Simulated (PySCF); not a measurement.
## Spin-rotation constants: `N#CC1=COCC(=O)C1`, C6H5NO2

Geometry (Å), atoms numbered from 1 in this order:
```xyz
14

N     3.561   -0.694   -0.061
C     2.460   -0.376   -0.038
C     1.097   -0.023   -0.006
C     0.727    1.256    0.147
O    -0.532    1.708    0.209
C    -1.573    0.749    0.279
C    -1.300   -0.586   -0.401
O    -2.161   -1.171   -1.002
C     0.090   -1.128   -0.195
H     1.442    2.062    0.225
H    -2.458    1.215   -0.160
H    -1.784    0.529    1.338
H     0.069   -1.781    0.687
H     0.361   -1.761   -1.045
```

Method: GIAO KT3/pcSseg-1 magnetisability, rotational g tensor and spin-rotation constants, non-relativistic, gas phase (PySCF). Geometry: GFN2-xTB.

(1) Give the nuclear spin-rotation constants along the inertial axes (H = +C I·J) beside the isotropic shieldings.

Answers

(1) Rotational constants 3.2982, 1.2063, 0.9088 GHz. A star marks the isotopologue with that one atom substituted, in its own axes.
```tsv
atom	isotope	Caa (kHz)	Cbb (kHz)	Ccc (kHz)	mean (kHz)	σ (ppm)
N1	14N	0.182	0.237	0.197	0.205	-27.8
H10	1H	-0.047	0.015	-0.097	-0.043	24.7
H11	1H	0.073	-0.108	-0.078	-0.037	27.4
H12	1H	-0.362	-0.118	0.051	-0.143	27.1
H13	1H	-0.323	-0.115	0.017	-0.140	28.4
H14	1H	-0.324	-0.008	-0.068	-0.133	28.9
C2	13C*	0.115	0.477	0.383	0.325	75.0
C3	13C*	1.222	0.253	0.134	0.536	103.0
C4	13C*	1.561	0.425	0.189	0.725	34.3
O5	17O*	-0.676	-0.255	-0.104	-0.345	179.8
C6	13C*	0.747	0.270	0.211	0.409	111.3
C7	13C*	1.567	0.601	0.210	0.793	-3.0
O8	17O*	-2.629	-0.907	-0.098	-1.212	-281.2
C9	13C*	0.554	0.240	0.147	0.314	146.0
```
For the geometry as given, no vibrational averaging.
